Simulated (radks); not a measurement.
Values are calculated unless marked as measured or tabulated.
All-electron atom: Al9+ in [He] 2s2. Level of theory: non-relativistic Kohn-Sham, LDA (Slater exchange, Perdew-Wang correlation), spin-unpolarised, spherical densities, point nucleus (a radial shooting solver on a logarithmic mesh with Libxc functionals).

Radial electron density D(r) = 4 pi r^2 rho(r):

r (bohr)  D(r) (e/bohr)
0.01162           1.808
0.01442           2.589
0.01804           3.688
0.02239           5.073
0.02801           6.860
0.03505           8.942
0.04349           11.05
0.05441           13.02
0.06753           14.24
0.08449           14.32
0.1049            12.94
0.1312            10.18
0.1628            6.982
0.2037            4.287
0.2548            3.143
0.3163            3.467
0.3957            4.229
0.4911            4.205
0.6144            3.055
0.7625            1.570
0.954            0.5069
1.184            0.1025
1.481           0.01027
1.853         0.0004611

D(r) has 2 maxima, at r = 0.0768, 0.439 bohr, and minima at 0.265 bohr, inside which lie 2.07 electrons.
